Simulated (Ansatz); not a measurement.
Ideal-gas functions of C3H4BrF (`C=C(Br)CF`) at 298.15 K and 1 bar, from an Ansatz frequency run at PBE0-D4/def2-TZVP.

Molar mass 138.97 g/mol, point group Cs (symmetry number 1), electronic degeneracy 1, moments of inertia 62.055, 322.379, 381.25 u Å². Harmonic wavenumbers (cm⁻¹, unscaled): 119, 219, 319, 373, 409, 694, 710, 932, 944, 1040, 1088, 1161, 1265, 1403, 1421, 1482, 1727, 3050, 3096, 3179, 3276.

Use S(trans) = R[1.5 ln M + 2.5 ln T − 1.1517]; rotational temperatures θ = 24.2544 K / I; S(rot) = R[ln(√π/σ · √(T³/θAθBθC)) + 1.5]; for each mode x = 1.438777 ν̃/T, S = R[x/(eˣ − 1) − ln(1 − e⁻ˣ)] and H = RT x/(eˣ − 1); 1 cm⁻¹ = 0.0119627 kJ/mol; R = 8.31446 J/(mol·K).

Question: By hand: the entropy, in J/(mol·K).

Answer: Translation 170.4. Rotation: θ = 0.3909, 0.0752, 0.0636 K, giving 114.4. Vibration, mode by mode: 13.04, 8.23, 5.50, 4.47, 3.89, 1.31, 1.23, 0.51, 0.49, 0.33, 0.27, 0.20, 0.13, 0.07, 0.07, 0.05, 0.02, 0.00, 0.00, 0.00, 0.00, in all 39.8. Electronic 0.0. Sum 324.6 J/(mol·K).

Question: By hand: H − E and G − E in kJ/mol, counted from the electronic energy.

Answer: Zero-point energy ½ × 27907 × 0.0119627 = 166.9; thermal vibration 7.1; translation, rotation and pV give 4 RT = 9.9. H − E = 183.9 kJ/mol, and G − E = 183.9 − 298.15 × 324.6/1000 = 87.1 kJ/mol.

Vibration gives 12 % of the entropy, 13.0 J/(mol·K) of it from the mode under 150 cm⁻¹: soft modes count most, and the harmonic formula is weakest for them. The sum counts one conformer and one mirror image; others add a mixing term.
